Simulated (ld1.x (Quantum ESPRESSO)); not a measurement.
Transferability test, RRKJ potential for neon

ld1.x (Quantum ESPRESSO) 7.5 input, shortened:

```
&input
   title='Ne', zed=10., rel=0, dft='PZ', iswitch=3,
   config='[He] 2s2 2p6'
 /
 &inputp
   pseudotype=2, tm=.false., lloc=0,
   nlcc=.false.
 /
2
2P  2  1   6.00   0.00  1.40  1.40  0.0
2S  1  0   2.00   0.00  0.30  0.30  0.0
 &test
   configts(1)='2s2 2p6'
 /
```

Energies are relative to the spin-unpolarised reference configuration 2s2 2p6; without spin polarisation the order of configurations can differ from experiment. Spin-polarised rows fill each open shell by Hund’s rule, majority spin first.

```tsv
valence configuration	charge	ΔE all-electron (eV)	error AE − PS (meV)
2s2 2p5	+1	22.668	+61
2s2 2p4	+2	66.083	+508
2s2 2p2	+4	228.299	+5389
2s1 2p6	+1	45.428	-82
2s2 2p5 (spin-polarised)	+1	22.195	+66
2s2 2p4 (spin-polarised)	+2	63.831	+555
```

Question: What are ΔE and the potential's error for 2s2 2p3?

Answer: ΔE = 133.614 eV all-electron; the error (AE − PS) is +1972 meV.

Question: What are ΔE and the potential's error for 2s2 2p5.5?

Answer: ΔE = 8.969 eV all-electron; the error (AE − PS) is +9.5 meV.

A Bessel basis up to 400 Ry misses an occupied level by 0.20 Ry, so cutoffs and ghosts were not judged.
